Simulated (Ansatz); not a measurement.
Harmonic frequencies (cm⁻¹) at PBE0-D4/def2-TZVP from Ansatz: 93, 163, 186, 196, 370, 406, 412, 528, 571, 628, 854, 919, 947, 955, 987, 995, 1035, 1074, 1117, 1153, 1200, 1249, 1296, 1320, 1384, 1436, 1444, 1464, 1481, 1488, 1543, 1727, 2569, 2651, 3016, 3031, 3079, 3090, 3153, 3160, 3164, 3248.

Each molecule was computed in one conformer, which needn't be the lowest.

Which molecule is it?
A. `BN(C)CC=C`
B. `BN(B)CC=C`
C. `CC#[N+][BH-](C)C`
D. `BN(C=C)CC`

A.
